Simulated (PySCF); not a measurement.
Low-lying terms of Te⁶⁺ (tellurium, charge +6)

Ground state [Kr] 4d10, ¹S. All numbers are calculated (PySCF 2.14, a scalar-relativistic core potential, in aug-cc-pwCVTZ-PP with one added diffuse shell each of d, f type with ECP28MDF (8s7p7d5f1g, 108 functions)). Vertical excitation energies in eV without spin-orbit coupling; excited terms of each kind are numbered among those the solver found. Frozen: nothing.

```
 term  leading excitation  EOM-EE-CCSD
 1 3D              4d → s       38.306
 1 1D              4d → s       39.160
1 3P°              4d → p       51.291
1 3F°              4d → p       51.950
1 1F°              4d → p       52.473
1 1D°              4d → p       53.019
1 3D°              4d → p       53.080
1 1P°              4d → p       53.205
 1 3G              4d → d       71.077
 1 1G              4d → d       71.323
 2 3D              4d → d       71.377
 1 1F              4d → d       71.824
```

The spin-orbit splitting of the hole, absent here, rivals or exceeds the spacing of these terms, so the LS terms are model states.

The solver can miss terms.
